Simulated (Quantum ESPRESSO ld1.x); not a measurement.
Neutral hydrogen, configuration 1s1.

Method: non-relativistic Kohn-Sham, LDA (Slater exchange, VWN5 correlation), spin-polarised, spherical densities, point nucleus; open shells are filled with parallel spins first; computed with ld1.x of Quantum ESPRESSO 7.5.

Energy parts (eV):
total: -13.03
kinetic: 12.70
electron-nucleus: -26.28
Hartree: 8.12
exchange-correlation: -7.57

Orbitals (lengths in bohr, moments of r in powers of bohr; r(max) is where P^2 peaks):
| orbital | occ. | eigenvalue (eV) | <1/r> | <r> | r(max) | <r^2> |
|---|---|---|---|---|---|---|
| 1s up | 1 | -7.3192 | 0.9656 | 1.581 | 1.016 | 3.387 |
| 1s down | 0 | -2.7259 | 0.6891 | 2.337 | 1.374 | 7.621 |

The highest occupied level is 1s up at -7.319 eV. For comparison, the ionisation energy in NIST's Atomic Spectra Database is 13.598 eV (theoretical). In exact Kohn-Sham theory the highest level is minus the ionisation energy, but local and semilocal functionals leave it too shallow, through self-interaction and a potential that decays too fast; potentials with the right tail come closer.
